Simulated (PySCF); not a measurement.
Computed IR spectrum (relative IR intensity) of a molecule C3H8AlCl. Geometry: B3LYP-D3(BJ)/def2-SVP. Other conformers were not sampled. Calculation: B3LYP-D3(BJ)/def2-SVP in PySCF. Frequencies are harmonic and unscaled.

ν (cm⁻¹): 141 (vw), 157 (vw), 235 (vw), 298 (w), 441 (w), 588 (m), 658 (s), 679 (s), 718 (vs), 957 (vw), 1035 (m), 1217 (w), 1222 (w), 1400 (vw), 1420 (vw), 1471 (vw), 1481 (vw), 2991 (w), 3016 (vw), 3020 (m), 3025 (w), 3092 (m), 3098 (vw), 3105 (m), 3114 (w) (against the strongest line: vs over 80 %, s over 45 %, m over 15 %, w over 4 %, vw less)

**Question.** Identify the compound among the candidates.
A. C[CH2][Al]([CH3])[Cl]
B. CC[CH2][AlH][Cl]
C. C[CH](C)[AlH][Cl]

**Answer.** A, C[CH2][Al]([CH3])[Cl]
